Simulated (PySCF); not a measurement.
Compound: C3H15PSi3.
Atom-mapped SMILES: `[CH3:1][CH2:2][CH2:3][SiH2:4][P:5]([SiH3:6])[SiH3:7]` (hydrogens: H8, H9, H10 on C1; H11, H12 on C2; H13, H14 on C3; H15, H16 on Si4; H17, H18, H19 on Si6; H20, H21, H22 on Si7)

The same species was optimised twice, with GFN2-xTB and with PBE0-D3(BJ)/def2-SVP (PySCF), and the same property calculations (PySCF, gas phase) were run on both structures.

| coordinate | GFN2-xTB | PBE0-D3(BJ)/def2-SVP | change |
| --- | --- | --- | --- |
| P5–Si6 (Å) | 2.219 | 2.256 | +0.037 |
| Si4–P5 (Å) | 2.229 | 2.266 | +0.037 |
| P5–Si7 (Å) | 2.222 | 2.258 | +0.036 |
| C3–Si4 (Å) | 1.902 | 1.889 | -0.013 |
| C2–C3 (Å) | 1.526 | 1.531 | +0.005 |
| C1–C2 (Å) | 1.521 | 1.521 | 0.000 |
| Si4–P5–Si7 (°) | 102.9 | 96.8 | -6.1 |
| Si6–P5–Si7 (°) | 102.4 | 96.9 | -5.5 |
| Si4–P5–Si6 (°) | 100.9 | 97.4 | -3.5 |
| C2–C3–Si4 (°) | 114.1 | 115.7 | +1.6 |
| C1–C2–C3 (°) | 112.5 | 114.1 | +1.6 |
| C3–Si4–P5 (°) | 107.7 | 108.0 | +0.3 |
| C1–C2–C3–Si4 (°) | -62 | -63 | -1 |
| C2–C3–Si4–P5 (°) | -154 | -167 | -13 |
| C3–Si4–P5–Si6 (°) | -172 | -165 | +7 |

Rotational constants: A = 1878, B = 567.6, C = 480.8 MHz (GFN2-xTB) against A = 1857, B = 570.5, C = 498.5 MHz (PBE0-D3(BJ)/def2-SVP). Point groups within 0.08 Å: C1 and C1.

On the GFN2-xTB structure: HOMO (eV) -6.96 [PBE0/pcSseg-1]; LUMO (eV) 0.04 [PBE0/pcSseg-1]; dipole (D) 1.30 [PBE0/pcSseg-1]; GIAO shielding of C1 (ppm) 169.0 [PBE0/pcSseg-1]; GIAO shielding of C2 (ppm) 162.2 [PBE0/pcSseg-1]; GIAO shielding of C3 (ppm) 169.0 [PBE0/pcSseg-1]; GIAO shielding of Si4 (ppm) 388.2 [PBE0/pcSseg-1]; GIAO shielding of P5 (ppm) 685.3 [PBE0/pcSseg-1]; GIAO shielding of Si6/Si7 (mean) (ppm) 429.3 [PBE0/pcSseg-1].

What do these properties become on the PBE0-D3(BJ)/def2-SVP structure?

```csv
property,level,on GFN2-xTB,on PBE0-D3(BJ)/def2-SVP,change
HOMO (eV),PBE0/pcSseg-1,-6.96,-7.26,-0.30
LUMO (eV),PBE0/pcSseg-1,0.04,-0.04,-0.08
dipole (D),PBE0/pcSseg-1,1.30,1.44,+0.14
"energy, GFN2-xTB geometry as zero (kcal/mol)",PBE0/pcSseg-1,0.0,-2.4,-2.4
GIAO shielding of C1 (ppm),PBE0/pcSseg-1,169.0,167.6,-1.4
GIAO shielding of C2 (ppm),PBE0/pcSseg-1,162.2,161.8,-0.4
GIAO shielding of C3 (ppm),PBE0/pcSseg-1,169.0,168.5,-0.5
GIAO shielding of Si4 (ppm),PBE0/pcSseg-1,388.2,380.5,-7.7
GIAO shielding of P5 (ppm),PBE0/pcSseg-1,685.3,683.1,-2.2
GIAO shielding of Si6/Si7 (mean) (ppm),PBE0/pcSseg-1,429.3,418.7,-10.6
```

The heavy atoms differ by 0.184 Å rms after alignment. Among bonds between heavy atoms Si4–P5, P5–Si6 and P5–Si7 change most and about equally (+0.036 to +0.037 Å). Changes are differences of the printed values. Neither structure is proved a minimum here.

Shape of the structure used: `[CH3:1][CH2:2][CH2:3][SiH2:4][P:5]([SiH3:6])[SiH3:7]`: C1–C2–C3–Si4 -63°, C2–C3–Si4–P5 -167°, C3–Si4–P5–Si6 -165°.
